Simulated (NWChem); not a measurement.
InCl, singlet; SMILES [Cl][In]

```xyz
2

In     0.0000     0.0000    -0.6362
Cl     0.0000     0.0000     1.7937
```
Atoms are numbered in this order, from 1.

Low-valent species are run as closed-shell singlets; no triplet was tried in these runs. Structure relaxed at the PBE0/def2-SVP (def2 core potentials past Kr) level.

Spin-orbit effects, on the heavy nuclei and on their neighbours, are missing.

Give the principal values of the shielding tensors (ppm) of In1, Cl2 from PBE0/x2c-SVPall-s, scalar ZORA without spin-orbit coupling, GIAO (NWChem), with their diamagnetic and paramagnetic parts as GIAO splits them.


| atom | σ11 | σ22 | σ33 | isotropic | diamagnetic | paramagnetic |
|---|---|---|---|---|---|---|
| In1 | 2612.2 | 2612.2 | 4972.7 | 3399.0 | 4923.9 | -1524.9 |
| Cl2 | 181.4 | 181.4 | 1155.6 | 506.1 | 1146.6 | -640.4 |
